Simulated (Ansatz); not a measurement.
This geometry of AlClF₂H₂OSn (8 atoms, charge 0, multiplicity 1) is a first-order saddle point.

Level of theory: RKS PBE-D4/def2-SVP in Ansatz.

```xyz
8
Properties=species:S:1:pos:R:3
O 0.705 -2.237 0.029
Al 1.104 -0.657 -0.298
F 2.649 -0.192 -0.745
Sn -0.688 1.269 -0.026
F -2.370 0.552 -0.752
Cl -1.080 1.461 2.316
H 0.391 -3.142 0.054
H -0.619 2.888 -0.634
```

Question: Which two structures does it join? (They come from a converged band through this point; their orientation in space is the band's.)

Answer: No bond is made or broken.

Image 0:

```xyz
8
Properties=species:S:1:pos:R:3
O 0.505 -2.245 0.130
Al 0.993 -0.686 -0.338
F 2.511 -0.330 -0.956
Sn -0.758 1.272 -0.006
F -2.472 0.678 -0.760
Cl -1.132 1.403 2.340
H 1.044 -3.051 0.097
H -0.599 2.902 -0.562
```

Image 8:

```xyz
8
Properties=species:S:1:pos:R:3
O 0.895 -2.295 -0.084
Al 1.190 -0.642 -0.356
F 2.720 -0.153 -0.815
Sn -0.680 1.208 -0.029
F -2.331 0.330 -0.648
Cl -0.955 1.351 2.334
H 0.043 -2.680 0.176
H -0.790 2.825 -0.634
```

Question: How far does it lie above each of them?

Answer: 8.7 kJ/mol above the first and 7.2 kJ/mol above the second. This is the barrier of this one path; another mechanism may lie lower.

The run took 4.1 min on 2 threads of Intel(R) Xeon(R) Platinum 8488C (Sapphire Rapids) (shared host), peak memory 0.18 GiB.
